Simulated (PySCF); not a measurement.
Br2Hf, SMILES [Br][Hf][Br], multiplicity 1. The structure is a stationary point at PBE0-D3(BJ)/def2-SVP. The spin state was assumed, not searched. The def2 effective core potentials stand for the cores of Hf; spin–orbit coupling is left out.

Computed equilibrium geometry at PBE0-D3(BJ)/def2-SVP (PySCF confirms it by a frequency run) as Cartesian coordinates in Å, and its point group:
point group C2v.
```xyz
3

Hf     0.0000     0.0000    -0.1925
Br     0.0000     2.4428     0.1980
Br     0.0000    -2.4428     0.1980
```
Charge 0, spin multiplicity 1.
